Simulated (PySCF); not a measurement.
Exercise with solution: dipole moment from atomic charges

GeH₄O₂S₂, SMILES [OH][Ge]([OH])([SH])[SH]. Atoms are numbered in the order given.

```xyz
9

O      0.3059    -1.4338    -1.2276
Ge     0.0000     0.0000    -0.2344
O     -0.3059     1.4338    -1.2276
S     -1.8654    -0.1610     0.9304
S      1.8654     0.1610     0.9304
H     -0.5050    -1.7805    -1.6190
H      0.5050     1.7805    -1.6190
H     -2.3677     0.9273     0.3047
H      2.3677    -0.9273     0.3047
```
Charge 0, spin multiplicity 1.

The structure is a stationary point at PBE0-D3(BJ)/def2-SVP. This is a generated structure with no PubChem entry under its InChIKey; it may be hypothetical. Other conformers were not sampled.

Charges (e) from PBE/def2-TZVP run with PySCF:

```
atom     IAO  Mulliken
----  ------  --------
O1    -0.743    -0.495
Ge2    1.079     0.678
O3    -0.743    -0.495
S4    -0.291    -0.343
S5    -0.291    -0.343
H6     0.366     0.310
H7     0.366     0.310
H8     0.129     0.189
H9     0.129     0.189
```

The dipole moment of the full density is 1.25 D.

### Question
What dipole moment does each set of point charges give, and which comes closer to that of the density?

### Answer

μ = Σ q r, and 1 e Å = 4.8032 D.
IAO: Σ q r = (0.000, 0.000, -0.077) e Å, |μ| = 0.37 D.
Mulliken: Σ q r = (0.000, 0.000, -0.470) e Å, |μ| = 2.26 D.
IAO comes closer in size. Point charges leave out the atoms' own dipoles (lone pairs, polarised bonds); fits to the potential absorb them, partitions of the density don't.
